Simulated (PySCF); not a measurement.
## C₆ coefficients of unlike pairs at M06-L

Calculated with PySCF 2.14 from the dipole response of each species, C₆(A,B) = (3/π) ∫ α_A(iu) α_B(iu) du, in atomic units, from isotropic polarisabilities. For ions this is the dispersion term alone; charge-induced terms of lower order in 1/R come first.

```
species       configuration                            basis     relativity  α (bohr³)  C₆ (like pair)
      N   [He] 2s2 2p3 (4S)           aug-cc-pwCVDZ (5s4p2d)           none      7.224           24.69
    F³⁺   [He] 2s2 2p2 (3P)        aug-cc-pVTZ-DK (5s4p3d2f)  spin-free X2C     0.9121          0.8416
    F²⁺   [He] 2s2 2p3 (4S)             dyall-av2z (11s7p2d)           none      1.303           1.643
   Sb³⁺  [Kr] 4d10 5s2 (1S)  aug-cc-pwCVTZ-DK3 (10s9p7d4f1g)  spin-free X2C      10.56           51.08
```

(1) Estimate C₆ for F²⁺ with F³⁺.

No spin-orbit coupling is included.

The other pairs:

| pair | C₆ |
| --- | --- |
| F³⁺, N | 4.266 |
| Sb³⁺, F³⁺ | 6.256 |
| F²⁺, N | 5.987 |
| Sb³⁺, N | 35.31 |
| Sb³⁺, F²⁺ | 8.771 |

Results:

(1) The integral gives 1.176. The combination rule 2 C_A C_B / (C_A α_B/α_A + C_B α_A/α_B) gives 1.176 and the geometric mean 1.176.
